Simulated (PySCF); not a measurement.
**Dipole moment and polarisability of SiH(OiPr)3**

Compound: SiH(OiPr)3, C₉H₂₂O₃Si.
Cartesian coordinates in Å at the PBE0-D3(BJ)/def2-SVP level; atoms count from 1:
```
atom  x, y, z in Å
Si1   -0.1112    0.2894    0.5406
H2    -0.3511    0.9228    1.8677
O3     1.5005    0.1297    0.2424
C4     2.4140   -0.6189    1.0310
C5     3.7629    0.0664    0.9514
C6     2.4478   -2.0573    0.5469
H7     2.0772   -0.6090    2.0878
H8     4.1111    0.0883   -0.0930
H9     4.5119   -0.4630    1.5590
H10    3.6901    1.1034    1.3103
H11    1.4443   -2.5022    0.6046
H12    2.7800   -2.0919   -0.5024
H13    3.1412   -2.6607    1.1532
O14   -0.7414    1.1962   -0.6803
C15   -0.0963    2.2242   -1.4162
C16   -0.3216    3.5640   -0.7380
C17   -0.6338    2.1878   -2.8327
H18    0.9884    2.0117   -1.4407
H19   -1.3996    3.7791   -0.6700
H20    0.1616    4.3771   -1.3011
H21    0.0916    3.5638    0.2825
H22   -0.4637    1.1980   -3.2799
H23   -1.7177    2.3832   -2.8337
H24   -0.1413    2.9460   -3.4601
O25   -0.8151   -1.2031    0.5462
C26   -2.1702   -1.4670    0.8755
C27   -2.2400   -2.8570    1.4749
C28   -3.0391   -1.3089   -0.3598
H29   -2.5066   -0.7378    1.6414
H30   -1.8969   -3.6012    0.7394
H31   -3.2694   -3.1085    1.7711
H32   -1.5925   -2.9274    2.3613
H33   -2.9406   -0.2944   -0.7724
H34   -2.7220   -2.0241   -1.1346
H35   -4.0977   -1.4953   -0.1229
```

Level: CAM-B3LYP/def2-SVPD (PySCF), static field, nuclei fixed, core orbitals frozen in the response. The polarisability tensor in these axes (au):

```
x   150.93   3.46   4.09
y     3.46 149.21  -9.95
z     4.09  -9.95 136.03
```

Give the principal values, the mean and the anisotropy Δα = √{½[(α1 − α2)² + (α2 − α3)² + (α1 − α3)²]}.

Principal values 129.41, 151.78 and 154.98 au; mean 145.39 au = 21.54 Å³ = 23.97 × 10⁻⁴⁰ C²·m²/J; Δα = 24.14 au (17 % of the mean).

What is the dipole moment, and where does it point?

(0.15, 0.25, 0.72) D, 0.77 D in size, pointing from the negative to the positive side. Measured along this direction, the outermost atoms are H22 at the negative end and H10 and H9 at the positive end.

What molar refraction does this α imply?

Lorentz–Lorenz: R = (4π/3)N_A α = 2.5225 cm³/(mol·Å³) × 21.54 Å³ = 54.3 cm³/mol, in the limit of long wavelengths.

Find the Langevin capture rate constant for H3+ (3.023 u) meeting this molecule (206.134 u), k = 2.342 × 10⁻⁹ cm³/s × √(α in Å³ / reduced mass in u).

The reduced mass is 2.98 u, so k = 6.30 × 10⁻⁹ cm³/s. The formula leaves out the permanent dipole, which adds to the capture rate.

Traceless (Buckingham) quadrupole moment about the centre of nuclear charge: eigenvalues?

-5.32, 1.53, 3.79 D·Å. The values depend on the origin, since the dipole doesn't vanish. The electronic extent ⟨r²⟩ about the same centre is 3732 bohr², a root-mean-square distance of 3.03 Å for the 114 electrons.

Refractivity n − 1 of an ideal gas of it at 500 K and 1 atm, from the electronic α?

N = p/kT = 1.4678 × 10¹⁹ cm⁻³, so n − 1 = 2π × N × 21.54 × 10⁻²⁴ cm³ = 1987 × 10⁻⁶ at long wavelengths, for an ideal gas.

Orientational against electronic polarisability at 500 K (dilute gas, rigid molecules)?

In Gaussian units μ²/3kT = 2.90 Å³ against 21.54 Å³, a ratio of 0.13; the Debye molar polarisation (4π/3)N_A(α + μ²/3kT) is 61.7 cm³/mol, leaving out the vibrational part.

The structure is a single PBE0-D3(BJ)/def2-SVP conformer in the gas phase; no vibrational or solvent corrections.

These values come from a run that also computed excited states. The run took 3.5 min wall, 7.6 min CPU (grids of density and orbitals included) on Intel Xeon 6975P-C, 2 threads, shared host with 192 logical CPUs at a one-minute load of 69, and the process peaked at 4.0 GiB of memory.
